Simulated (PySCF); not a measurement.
Start geometry of `C[SiH](C)[NH][GeH3]` from GFN2-xTB (Å):
```
atom  x, y, z in Å
C1    -1.832    1.286   -0.669
Si2   -0.650    0.333    0.417
C3    -0.865   -1.539    0.204
N4     1.004    0.721   -0.096
Ge5    2.452   -0.298    0.140
H6    -2.881    1.092   -0.401
H7    -1.722    1.071   -1.725
H8    -1.697    2.388   -0.564
H9    -0.855    0.708    1.857
H10   -1.807   -1.887    0.590
H11   -0.075   -2.061    0.774
H12   -0.754   -1.830   -0.823
H13    1.105    1.696   -0.328
H14    2.381   -1.478   -0.750
H15    2.547   -0.783    1.569
H16    3.631    0.580   -0.185
```

Q: What comes out of this run: PySCF 2.14.0, PBE0-D3(BJ)/def2-SVP geometry optimisation, gas phase?

A: 
```
atom  x, y, z in Å
C1    -1.8191    1.3781   -0.5739
Si2   -0.6170    0.3878    0.4732
C3    -0.9253   -1.4565    0.3197
N4     1.0143    0.7003   -0.0543
Ge5    2.4382   -0.4582   -0.0925
H6    -2.8547    1.2283   -0.2288
H7    -1.7582    1.0755   -1.6311
H8    -1.6044    2.4573   -0.5165
H9    -0.8365    0.7806    1.9088
H10   -1.9423   -1.7048    0.6613
H11   -0.2217   -2.0407    0.9344
H12   -0.8243   -1.7887   -0.7255
H13    1.2725    1.6681   -0.2205
H14    2.2373   -1.5353   -1.1776
H15    2.6207   -1.1657    1.2674
H16    3.6864    0.3828   -0.4159
```

The energy falls by 4.2 kcal/mol over 11 energy and gradient evaluations, the largest force component goes from 0.0405 to 2.8e-04 Eh/bohr, and the atoms move by 0.139 Å rms after alignment. The bond that changes most is Ge5–H14 (ends: germanium bonded to N and 3 H; Ge–H hydrogen), which lengthens by 0.062 Å. Bonds longer at the end by more than 0.005 Å: 9 of 15; shorter: 3. Among the angles that change most is Ge5–N4–H13, from 120.0° to 113.6°. Among the dihedrals that turn most is C3–Si2–N4–Ge5, from -36° to -24°. Rotational constants go from 5001, 1105, 968.1 to 4990, 1086, 957.6 MHz. The orientation of the end geometry is arbitrary; only internal coordinates are fixed.

The run used 147 basis functions and 71 SCF cycles in all.

Not checked by PBE0-D3(BJ)/def2-SVP frequencies. One conformer, not necessarily the lowest.
